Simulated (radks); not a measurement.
Values are calculated unless marked as measured or tabulated.
The bromine anion Br-, [Kr], held by a Watson sphere: a shell of charge +1.21 at radius R that stands for the Madelung well of a crystal (potential energy -1.21/R inside, -1.21/r outside, in hartree with lengths in bohr). Code: a radial shooting solver on a logarithmic mesh with Libxc functionals. Model: scalar-relativistic Kohn-Sham, LDA (Slater exchange, VWN5 correlation), spin-polarised, spherical densities, point nucleus. Response by self-consistent Sternheimer equations with the Hartree and adiabatic LDA kernel, the relativistic mass of each level held fixed and spin-orbit coupling left out. The sphere does not respond.

R (bohr)	e(3d) (eV)	e(4s) (eV)	e(4p) (eV)	<r> 4p (bohr)	sum of <r^2> (bohr^2)	X-ray form factor at sin(theta)/lambda = 0.3 1/angstrom	alpha (bohr^3)
2.55	-67.273	-21.800	-9.892	2.141	46.53	23.790	24.74
2.66	-67.130	-21.573	-9.702	2.154	47.01	23.790	25.69
3.44	-66.114	-20.153	-8.393	2.229	49.80	23.804	32.74
3.87	-65.566	-19.494	-7.743	2.256	50.92	23.810	36.59
5.31	-63.988	-17.779	-6.015	2.305	53.17	23.818	47.48
